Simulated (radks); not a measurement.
Task: Ta+, 72 electrons, occupied as [Xe] 4f14 5d3 6s1 (the NIST ground configuration). Method: Dirac Kohn-Sham, B86b exchange with PBE correlation, spin-unpolarised, spherical densities, point nucleus; open shells are shared between the two j in proportion to 2j + 1; computed with a radial shooting solver on a logarithmic mesh with Libxc functionals.

Spin-orbit splittings of the eigenvalues, e(l+1/2) - e(l-1/2), with zeta = 2 splitting/(2l+1) and mean radii in bohr:

| shell | occ. | splitting (eV) | zeta (eV) | <r> j=l-1/2 | <r> j=l+1/2 |
|---|---|---|---|---|---|
| 2p | 6 | 1271 | 847.0 | 0.06487 | 0.07271 |
| 3p | 6 | 273.5 | 182.4 | 0.1942 | 0.2088 |
| 3d | 10 | 59.56 | 23.83 | 0.1829 | 0.1874 |
| 4p | 6 | 62.96 | 41.98 | 0.4644 | 0.4975 |
| 4d | 10 | 11.56 | 4.626 | 0.5164 | 0.5279 |
| 4f | 14 | ? | ? | 0.6339 | 0.6448 |
| 5p | 6 | 8.738 | 5.825 | 1.221 | 1.327 |
| 5d | 3 | 0.6381 | 0.2553 | 2.060 | 2.138 |

Estimate the 4f splitting.

Result: 1.982 eV (zeta = 0.5662 eV).
